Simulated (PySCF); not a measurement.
## Spinor energies of Ce³⁺ (cerium, charge +3)

Start: [Xe] 4f1; 4f7/2 filled at m_j = +7/2. Calculated with PySCF 2.14 in x2c-QZVPPall-2c (16s16p12d6f4g1h, 213 functions): generalised Hartree-Fock with the X2C-1e Hamiltonian and a Gaussian nucleus; one run each with spin-orbit coupling (SO) screened by Boettger's factors, then bare. This is a chosen level, not necessarily the ground level.

| spinor shell | electrons | ε, screened SO (eV) | ε, bare SO (eV) | weight of nominal j (bare SO) | rms radius, bare SO (bohr) |
| --- | --- | --- | --- | --- | --- |
| 1s1/2 | 2 | -40662.3 | -40661.9 | 1.000 | 0.0280 |
| 2s1/2 | 2 | -6640.1 | -6640.0 | 1.000 | 0.114 |
| 2p1/2 | 2 | -6256.7 | -6269.2 | 1.000 | 0.0977 |
| 2p3/2 | 4 | -5806.4 | -5801.6 | 1.000 | 0.104 |
| 3s1/2 | 2 | -1494.9 | -1494.9 | 1.000 | 0.296 |
| 3p1/2 | 2 | -1331.3 | -1333.8 | 1.000 | 0.288 |
| 3p3/2 | 4 | -1240.6 | -1239.6 | 1.000 | 0.301 |
| 3d3/2 | 4 | -957.18 | -959.65 | 1.000 | 0.272 |
| 3d5/2 | 6 | -938.17 | -936.61 | 1.000 | 0.276 |
| 4s1/2 | 2 | -341.16 | -341.18 | 1.000 | 0.676 |
| 4p1/2 | 2 | -277.67 | -278.24 | 0.998 | 0.699 |
| 4p3/2 | 4 | -258.38 | -258.19 | 0.999 | 0.727 |
| 4d5/2 | 6 | -149.03 | -148.78 | 0.978 | 0.806 |
| 4d3/2 | 4 | -151.74 | -152.18 | 0.967 | 0.794 |
| 5s1/2 | 2 | -73.825 | -73.830 | 1.000 | 1.61 |
| 5p1/2 | 2 | -53.833 | -53.918 | 0.975 | 1.78 |
| 5p3/2 | 4 | -50.745 | -50.719 | 0.987 | 1.85 |
| 4f7/2 | 1 | -37.834 | -37.685 | 1.000 | 1.15 |

```json
{"quantity": "E (hartree)", "screened SO": "-8857.23276", "bare SO": "-8857.54186"}
{"quantity": "M_J", "screened SO": "7/2", "bare SO": "7/2"}
{"quantity": "⟨J²⟩", "screened SO": "15.761", "bare SO": "15.761"}
{"quantity": "⟨L²⟩", "screened SO": "12.051", "bare SO": "12.055"}
{"quantity": "⟨S²⟩", "screened SO": "0.792", "bare SO": "0.796"}
```

Each row is a mean over spinors that exchange with the open shell spreads, by up to 7.130 eV (4d5/2).

Breit and QED terms are absent; they matter most for the inner s and p1/2 levels.

Densities and radii are taken from the X2C orbitals without a picture-change correction, which distorts them close to the nucleus.
